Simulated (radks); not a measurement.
Excited configurations of neutral arsenic: one electron is placed in a higher orbital outside [Ar] 3d10 4s2 4p2. The ground configuration is [Ar] 3d10 4s2 4p3. Calculated with a radial shooting solver on a logarithmic mesh with Libxc functionals: Dirac Kohn-Sham, LDA (Slater exchange, Perdew-Wang correlation), spin-unpolarised, spherical densities, finite nucleus; open shells are shared between the two j in proportion to 2j + 1; Fermi nuclear charge, rms radius 4.0968 fm. Excitation = E - E(ground); binding = E(ion) - E, where the ion is the core of charge +1; n* = 1/sqrt(2 binding) in atomic units, and the quantum defect is n - n*. Eigenvalue and <r> are those of j = l + 1/2.

outer orbital  excitation (eV)  binding (eV)  quantum defect  eigenvalue (eV)  <r> (bohr)
4d                       7.434         1.889           1.316           -0.678       8.042
4f                       8.410         0.913           0.139           -0.439       17.47
5s                       5.753         3.570           3.048           -2.007       6.109
5d                       8.135         1.188           1.616           -0.637       15.68
5f                       8.693         0.630           0.352           -0.369       29.60
6p                       8.063         1.260           2.714           -0.751       16.55
6f                       8.867         0.456           0.535           -0.289       44.35
7s                       8.345         0.978           3.270           -0.626       22.71
7p                       8.530         0.793           2.857           -0.503       27.38
7f                       8.979         0.344           0.709           -0.228       61.76

The Delta-SCF ionisation energy is 9.323 eV (NIST Atomic Spectra Database: 9.789 eV, measured). Self-interaction in the functional shifts the binding energies and quantum defects, so they are the method's values and not measured ones. Spin polarisation and multiplet splitting are left out, so open shells lie too high by an amount that depends on their filling. Sharing an open shell by 2j + 1 raises it above the true ground level by a part of the spin-orbit splitting, which enters the differences from NIST.

Beside tabulated values, note that spin-unpolarised runs miss the spin-polarisation part of the exchange energy of open shells.
